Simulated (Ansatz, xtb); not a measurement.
Relative energy of two isomers of C6H5NO2

Structure a is `O=C/N=C1/C=CC(O)=C1`, a singlet and structure b is `O=C/N=C1/C=CC(=O)C1`, a singlet. Both are isolated molecules in the gas phase, relaxed with B3LYP-D3(BJ)/def2-SVP; the shapes shown needn't be the lowest conformers.

a (Å):

```xyz
14

C     1.9614   -0.7230    1.0448
C    -0.0772   -0.9776   -0.0882
C    -1.0489   -1.7773   -0.9012
C    -2.1551   -1.0322   -1.0683
C    -1.9436    0.2709   -0.3722
C    -0.7108    0.3159    0.2033
N     1.0845   -1.4223    0.2254
O     1.7308   -0.3521    2.1717
O    -2.9284    1.1714   -0.3890
H     2.9660   -0.6029    0.5689
H    -0.8353   -2.7797   -1.2669
H    -3.0713   -1.2810   -1.6026
H    -2.6611    1.9604    0.1053
H    -0.2770    1.1053    0.8120
```

b (Å):

```tsv
atom	x (Å)	y (Å)	z (Å)
C	1.6945	-0.0287	1.2597
C	-0.1241	-0.7967	-0.0009
C	-0.8680	-1.8500	-0.7132
C	-2.0710	-1.3981	-1.1253
C	-2.2526	0.0305	-0.7293
C	-0.9862	0.4504	0.0224
N	1.0438	-0.9826	0.4820
O	1.2396	0.4855	2.2540
O	-3.2156	0.7207	-0.9601
H	2.7379	0.1595	0.9104
H	-0.4497	-2.8475	-0.8541
H	-2.8351	-1.9517	-1.6719
H	-0.5024	1.3088	-0.4709
H	-1.2144	0.7618	1.0532
```

Which of the two would you expect CCSD(T)/def2-SVP + ΔMP2/def2-TZVPP electronic energies to favour?

Structure b; the calculation gives E(b) − E(a) = −13.2 kcal/mol.

The same difference at several levels:

```tsv
level	geometry	E(b) − E(a) (kcal/mol)	departure from the last row (kcal/mol)	job, with rough time for the two
B3LYP-D3(BJ)/def2-SVP	B3LYP-D3(BJ)/def2-SVP	−14.7	−1.5	optimisation, 10 min
HF/def2-SVP	B3LYP-D3(BJ)/def2-SVP	−17.3	−4.1	part of the CCSD(T) run
MP2/def2-SVP	B3LYP-D3(BJ)/def2-SVP	−15.2	−2.0	part of the CCSD(T) run
CCSD(T)/def2-SVP	B3LYP-D3(BJ)/def2-SVP	−15.7	−2.5	single point
CCSD(T)/def2-SVP + ΔMP2/def2-TZVPP	B3LYP-D3(BJ)/def2-SVP	−13.2		single point, 8.5 min
```

As drawn, b has 1 C=O, 1 C–C, 1 C–H in place of 1 C=C, 1 C–O, 1 O–H.

None of the levels shown reverses the order. The largest departure from CCSD(T)/def2-SVP + ΔMP2/def2-TZVPP is that of HF/def2-SVP, 4.1 kcal/mol. No reliable frequencies are at hand for a or b, so they aren't confirmed as minima. Levels run at GFN2-xTB geometries aren't shown. The last row adds to CCSD(T) the change of the MP2 difference between the two basis sets, here +2.5 kcal/mol.

The correlated steps freeze 9 core orbitals. Programs: Ansatz 0.2.0, xtb 6.7.1; the last row on 2 threads of Intel(R) Xeon(R) Processor @ 2.50GHz (Skylake/Cascade Lake) on a shared host.
